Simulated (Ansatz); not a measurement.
HGa, charge -1, doublet (typed; the unrestricted solution is spin-contaminated), at a GFN2-xTB geometry (such geometries of metal compounds can be far from the true shape) (a state made from the parent by changing its charge; the spin is typed, not shown lowest) (a gas-phase anion, which may not be bound at this level).

Here is a job for Ansatz (a first-principles code).
Ansatz 0.2 input:
```yaml
crystal:
  periodic: [false, false, false]
  atoms:
    - {symbol: Ga, position_ang: [-0.00000000, -0.00000000, -0.04040855]}
    - {symbol: H, position_ang: [0.00000000, 0.00000000, 1.25266497]}
basis:
  gaussian:
    orbitals: STO-3G
hamiltonian:
  xc: {name: wB97X}
total_charge: -1
magnetization: {spin_polarized: true, initial_magnetization: 1}
```

Q: What does this run give for the number of basis functions, <S^2>?

A: 
- number of basis functions = 19
- <S^2> = 1.674

A gas-phase anion may not be bound at this level; its values then depend on the basis.

Q: Roughly what does it cost on one core?

A: roughly 30 core-seconds.
